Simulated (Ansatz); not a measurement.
Relaxation of BrH4NSn (7 atoms, charge 0, multiplicity 1), to a largest force component of 0.02 eV/Å in at most 50 steps.

Computed with RKS r2SCAN-D4/def2-SVP (Ansatz 0.2.0).

```xyz
7
Properties=species:S:1:pos:R:3
N -1.203 0.082 -0.586
Sn 0.516 0.028 0.450
Br 0.746 -2.267 1.433
H -1.205 1.077 -1.056
H -1.180 -0.584 -1.384
H 0.505 1.242 1.729
H 1.882 0.354 -0.631
```

Question: Where does it end, and by what steps?

Answer: The run converged. The force dipped under the threshold on the way, but the program's further checks kept it going. After 21 steps the energy has fallen by 0.237 eV; H4 moved furthest, 0.59 Å.

| step | energy less start (eV) | largest force component (eV/Å) | accepted |
| --- | --- | --- | --- |
| 0 | 0.0000 | 2.316 | yes |
| 1 | -0.1905 | 0.901 | yes |
| 2 | -0.2232 | 0.290 | yes |
| 3 | -0.2275 | 0.083 | yes |
| 4 | -0.2289 | 0.038 | yes |
| 5 | -0.2296 | 0.096 | yes |
| 6 | -0.2298 | 0.095 | yes |
| 7 | -0.2313 | 0.020 | yes |
| 8 | -0.1904 | 1.377 | no |
| 9 | -0.2317 | 0.038 | yes |
| 10 | -0.2318 | 0.160 | yes |
| 11 | -0.2318 | 0.199 | no |
| 12 | -0.2328 | 0.057 | yes |
| 13 | -0.2338 | 0.056 | yes |
| 14 | -0.2350 | 0.014 | yes |
| 15 | -0.2199 | 0.784 | no |
| 16 | -0.2352 | 0.018 | yes |
| 17 | -0.2354 | 0.110 | yes |
| 18 | -0.2357 | 0.073 | yes |
| 19 | -0.2365 | 0.026 | yes |
| 20 | -0.2364 | 0.055 | no |
| 21 | -0.2365 | 0.016 | yes |

```xyz
7
Properties=species:S:1:pos:R:3
N -1.116 0.034 -0.687
Sn 0.608 0.050 0.385
Br 0.731 -2.162 1.564
H -1.624 0.917 -0.669
H -1.029 -0.274 -1.654
H 0.463 1.258 1.584
H 2.029 0.110 -0.569
```

Time of the run: 55 s on 2 threads of Arm Neoverse V2, on a shared host, peak memory 0.16 GiB.
